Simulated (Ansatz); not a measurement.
Single points on the cluster Te₂W.

```yaml
crystal:
  periodic: [false, false, false]
  atoms:
    - {symbol: W, position_ang: [-0.385513, -0.853959, -0.011165]}
    - {symbol: Te, position_ang: [-1.595849, 1.234721, -0.016653]}
    - {symbol: Te, position_ang: [1.981362, -0.380772, 0.027818]}
basis:
  gaussian: {orbitals: def2-TZVPP, initial_orbitals: start.molden}
correlation: {method: ccsd_t}
scf: {omitted_lower_state_checks: [starts]}
output: {orbitals: {seedname: orbitals}}
```

The file start.molden holds the orbitals of an earlier run on this structure, at another level or in another basis.

```sh
$ ansatz run in.yaml --threads 2 --pin off --events-out ev --progress --plain --max-ram 4352MiB
```

It prints (some lines left out):

```
Functional definition: HF
1335 factors; integrals over basis functions are off by at most 6.1e-4 eV
mean field evaluation 1: about -16334.9858 eV, gradient 1.9e1 eV
mean field evaluation 2: about -16335.9778 eV, gradient 1.5e0 eV
mean field evaluation 4: about -16336.5245 eV, gradient 1.3e0 eV
mean field evaluation 8: about -16336.5391 eV, gradient 9.7e-3 eV
mean field evaluation 16: about -16336.5391 eV, gradient 2.0e-6 eV
mean field evaluation 32: about -16331.7909 eV, gradient 2.6e0 eV
mean field evaluation 64: about -16332.5361 eV, gradient 1.0e0 eV
mean field evaluation 96: about -16330.9653 eV, gradient 5.3e-3 eV
mean field evaluation 128: about -16330.6845 eV, gradient 1.3e0 eV
mean field evaluation 160: about -16334.6962 eV, gradient 1.3e0 eV
mean field evaluation 192: about -16331.3482 eV, gradient 1.7e-3 eV
mean field -16336.53909233 eV, -600.3567383391 hartree, gradient 2.0e-6 eV, S^2 0.000000; 2 other end points of the search recorded, 0 dependent functions left out; unrestricted orbitals would lower it
mean field evaluation 224: about -16337.6286 eV, gradient 3.5e-1 eV
mean field evaluation 256: about -16335.3982 eV, gradient 1.9e0 eV
mean field evaluation 288: about -16336.5391 eV, gradient 2.5e-4 eV
mean field evaluation 320: about -16336.5095 eV, gradient 2.4e-1 eV
mean field evaluation 352: about -16337.6903 eV, gradient 2.0e-1 eV
mean field evaluation 384: about -16337.4301 eV, gradient 4.5e-1 eV
mean field evaluation 416: about -16336.5207 eV, gradient 1.9e-1 eV
mean field evaluation 448: about -16336.5391 eV, gradient 1.0e-2 eV
determinant -16336.53909233 eV, -600.3567383391 hartree, with singles and doubles -16371.70432317 eV, -601.6490367366 hartree
determinant -16335.93868630 eV, -600.3346738246 hartree, with singles and doubles -16370.75901211 eV, -601.6142971959 hartree
determinant -16334.62762405 eV, -600.2864931756 hartree, with singles and doubles -16369.62554331 eV, -601.5726429859 hartree
unrestricted determinant -16337.69274361 eV, -600.3991342417 hartree, S^2 2.2494
8 core orbitals not correlated: weight in the atoms' cores, before any rotation towards them, 1.000 or more for the frozen orbitals, at most 0.000 for the correlated occupied ones
reference -16336.53909233 eV, -600.3567383391 hartree; 23, 23 occupied and 125, 125 virtual orbitals, 1335 factors
second order -38.12126312 eV of doubles, -0.00000000 eV of singles
cycle   1  -35.16956821 eV  change   -4.3e-3 eV  update   2.2e-2
cycle   2  -35.19281938 eV  change   -2.3e-2 eV  update   2.0e-2
cycle   3  -35.18898563 eV  change    3.8e-3 eV  update   2.0e-2
cycle   4  -35.22002402 eV  change   -3.1e-2 eV  update   1.7e-2
cycle   5  -35.27275471 eV  change   -5.3e-2 eV  update   1.6e-2
cycle   6  -35.28013186 eV  change   -7.4e-3 eV  update   1.3e-2
cycle   7  -35.28795771 eV  change   -7.8e-3 eV  update   1.0e-2
cycle   8  -35.29102527 eV  change   -3.1e-3 eV  update   1.0e-2
cycle   9  -35.32149801 eV  change   -3.0e-2 eV  update   8.4e-3
cycle  10  -35.32628672 eV  change   -4.8e-3 eV  update   2.5e-3
cycle  11  -35.32733301 eV  change   -1.0e-3 eV  update   1.7e-3
cycle  12  -35.32875208 eV  change   -1.4e-3 eV  update   5.8e-4
cycle  13  -35.32779973 eV  change    9.5e-4 eV  update   3.0e-4
cycle  14  -35.32742935 eV  change    3.7e-4 eV  update   1.5e-4
cycle  15  -35.32775517 eV  change   -3.3e-4 eV  update   1.0e-4
cycle  16  -35.32771180 eV  change    4.3e-5 eV  update   4.4e-5
cycle  17  -35.32766610 eV  change    4.6e-5 eV  update   1.6e-5
cycle  18  -35.32765049 eV  change    1.6e-5 eV  update   7.6e-6
perturbative correction -1.92682031 eV, -0.0708093402 hartree
Total energy: -16373.79356312 eV, -601.7258148889 hartree
Checks for a lower state left out: starts
```

Run time 98 s (2 threads of AMD EPYC 9R14 on a shared host), peak host memory 1.7 GiB.

The first input with `gaussian: {orbitals: def2-TZVP, initial_orbitals: start.molden}`, `hamiltonian: {xc: {name: PBE-QIDH}}` and without the key `correlation`, `output` (abridged; 6 s):

```
Functional definition: PBE-QIDH
mean field evaluation 16: about -16386.2687 eV, gradient 1.7e-6 eV
mean field -16386.26868133 eV, -602.1842670269 hartree, gradient 1.7e-6 eV, S^2 0.000000; unrestricted orbitals would lower it
8 core orbitals not correlated: weight in the atoms' cores, before any rotation towards them, 1.000 or more for the frozen orbitals, at most 0.000 for the correlated occupied ones
second order -41.01735254 eV of doubles, -0.00000000 eV of singles
Total energy: -16399.94114192 eV, -602.6867206863 hartree
Checks for a lower state left out: starts
```

First input, but with `gaussian: {orbitals: "def2-QZVPP.json", initial_orbitals: start.molden}`, `correlation: {method: mp2}` (abridged; 39 s):

```
Functional definition: HF
mean field -16336.67163966 eV, -600.3616093638 hartree, gradient 2.2e-6 eV, S^2 0.000000; unrestricted orbitals would lower it
mean field evaluation 16: about -16336.6954 eV, gradient 6.0e0 eV
mean field evaluation 32: about -16337.7704 eV, gradient 1.1e0 eV
mean field evaluation 64: about -16337.8408 eV, gradient 6.2e-4 eV
unrestricted determinant -16337.84076993 eV, -600.4045741088 hartree, S^2 2.2445
8 core orbitals not correlated: weight in the atoms' cores, before any rotation towards them, 1.000 or more for the frozen orbitals, at most 0.000 for the correlated occupied ones
second order -48.35064121 eV of doubles, -0.00000000 eV of singles
Total energy: -16385.02228087 eV, -602.1384626551 hartree
Checks for a lower state left out: starts
```

As the first input, with `gaussian: {orbitals: def2-TZVP, initial_orbitals: start.molden}`, `hamiltonian: {xc: {name: B2PLYP}}` and without the key `correlation`, `output` (abridged; 4.9 s):

```
Functional definition: B2PLYP
mean field -16387.00911696 eV, -602.2114775344 hartree, gradient 3.7e-6 eV, S^2 0.000000; unrestricted orbitals would lower it
8 core orbitals not correlated: weight in the atoms' cores, before any rotation towards them, 1.000 or more for the frozen orbitals, at most 0.000 for the correlated occupied ones
second order -44.88676486 eV of doubles, -0.00000000 eV of singles
Total energy: -16399.12866819 eV, -602.6568628274 hartree
Checks for a lower state left out: starts
```

The first input with `gaussian: {orbitals: def2-SVP, initial_orbitals: start.molden}`, `hamiltonian: {xc: pbe0, dispersion: d4}` and without the key `correlation` (abridged; 1.8 s):

```
Functional definition: PBE0
mean field -16411.25059454 eV, -603.1023354042 hartree, gradient 1.9e-5 eV, S^2 0.000000
Total energy: -16411.37821536 eV, -603.1070253828 hartree
Checks for a lower state left out: starts
```

As the first input, with `gaussian: {orbitals: "def2-QZVPP.json", initial_orbitals: start.molden}`, `hamiltonian: {xc: pbe0, dispersion: d4}` and without the key `correlation` (abridged; 5.5 s):

```
Functional definition: PBE0
mean field -16412.37011131 eV, -603.1434768866 hartree, gradient 4.7e-5 eV, S^2 0.000000
Total energy: -16412.49773510 eV, -603.1481669745 hartree
Checks for a lower state left out: starts
```

First input, but with `gaussian: {orbitals: def2-TZVPD, initial_orbitals: start.molden}`, `hamiltonian: {xc: r2scan, dispersion: d4}` and without the key `correlation` (abridged; 3.8 s):

```
Functional definition: r2SCAN
mean field -16418.68706873 eV, -603.3756207899 hartree, gradient 5.1e-5 eV, S^2 0.000000
Total energy: -16418.71236040 eV, -603.3765502416 hartree
Checks for a lower state left out: starts
```

Geometry: PBE0-D4/def2-TZVP.

In the def2 sets Te, W take a core potential; there is no spin–orbit coupling. Correlated methods freeze 8 core orbitals; core or outer-core shells of W, Te are correlated, in sets that lack core-valence functions. At CCSD(T)/def2-TZVPP T1 of the charge 0 singlet is large (up to 0.094), so the single-reference result is doubtful. At CCSD(T)/def2-TZVPP, PBE-QIDH/def2-TZVP, MP2/def2-QZVPP, B2PLYP/def2-TZVP the restricted singlet (for correlated methods, its reference) is unstable: a solution with broken spin symmetry lies lower. The restricted singlet is unstable towards broken spin symmetry at other levels; at PBE0-D4/def2-SVP, PBE0-D4/def2-QZVPP, r2SCAN-D4/def2-TZVPD this wasn't settled. At PBE0-D4/def2-TZVP a triplet of charge 0 lies 0.82 eV below the restricted singlet, each at its own geometry. The structure comes from a short search, and lower isomers may exist.
